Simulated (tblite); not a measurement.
Species: C₅H₁₀O₂Si₂.
Cartesian coordinates in Å at the GFN2-xTB level; atoms count from 1:
```
atom  x, y, z in Å
C1     3.2687    2.5244    0.7118
C2     2.6133    1.7040    0.1315
C3     1.8337    0.7147   -0.5771
O4     2.1547    0.2490   -1.6392
O5     0.7334    0.3900    0.0765
Si6   -0.3633   -0.7361   -0.5086
C7     0.4634   -2.4429   -0.5882
C8    -1.7171   -0.6121    0.8068
Si9   -2.3727    1.1439    1.1287
H10    3.8418    3.2446    1.2188
H11   -0.8053   -0.2829   -1.8283
H12    0.8152   -2.7608    0.3913
H13    1.3202   -2.4239   -1.2558
H14   -0.2236   -3.1998   -0.9526
H15   -1.3476   -1.0231    1.7462
H16   -2.5417   -1.2537    0.5020
H17   -3.0167    1.6548   -0.0843
H18   -3.3701    1.0745    2.2041
H19   -1.2959    2.0446    1.5392
```

All values are computed: GFN2-xTB (tblite) harmonic vibrations without scaling, gas phase. Errors from tens to a few hundred cm⁻¹ against measured bands are possible. Modes of hydrogen on silicon can be 10 to 20 % off. One conformer, not necessarily the lowest.

Harmonic wavenumbers (cm⁻¹): 27.3, 44.7, 57.4, 69.4, 108.0, 108.7, 116.0, 144.2, 178.0, 212.3, 223.6, 267.1, 435.7, 490.1, 519.3, 561.6, 622.5, 627.6, 636.5, 679.4, 694.8, 713.6, 738.9, 748.0, 772.5, 785.1, 790.7, 796.8, 814.4, 827.2, 854.8, 923.4, 1023.5, 1144.5, 1204.0, 1370.2, 1454.0, 1473.0, 1478.2, 1737.3, 2222.0, 2243.4, 2247.7, 2263.8, 2269.9, 2979.1, 3002.3, 3017.3, 3042.8, 3052.9, 3376.1.

A = 1427, B = 759.2, C = 537.0 MHz; mass 158.022 u (most abundant isotopes); point group C1, symmetry number 1.

Zero-point energy?

Half the sum of the wavenumbers: 28096 cm⁻¹ = 336.10 kJ/mol.

What is S at 500 K and 1 bar for an ideal gas of classical rigid rotors and harmonic oscillators?

Translation 182.74, rotation 134.86, vibration 305.00: S = 622.6 J/(mol K).

And Cp and H(500 K) − H(0)?

Cp = 276.03 J/(mol K), of which vibrations give 242.77 (their classical limit is 51 R = 424.0); H(500 K) − H(0) = 87.46 kJ/mol without the zero-point energy, 70.83 from vibrations.

Which modes carry the vibrational entropy at 500 K?

27.3 cm⁻¹: 29.47; 44.7 cm⁻¹: 25.37; 57.4 cm⁻¹: 23.30; 69.4 cm⁻¹: 21.72; 108.0 cm⁻¹: 18.06; 108.7 cm⁻¹: 18.01 J/(mol K); the other 45 give 169.06 together.

Blend soft modes into free rotors: weight 1/[1 + (100 cm⁻¹/ν̃)⁴] for the oscillator and the rest for a rotor with moment μB/(μ + B), μ = h/(8π²ν), B = 10⁻⁴⁴ kg m². What vibrational entropy results?

270.33 J/(mol K) in place of 305.00, which changes −T·S at 500 K by +17.33 kJ/mol.

What must be added to the electronic energy to get the Gibbs energy at 500 K and 1 bar?

ZPE + [H(500 K) − H(0)] − T·S = 336.10 + 87.46 − 311.30 = 112.26 kJ/mol.

Hindered rotation and anharmonicity are outside this model. Other conformers, if any are populated, would add a mixing term that is left out. The structure is chiral; the term R ln 2 for an equal mix with its mirror image is left out.
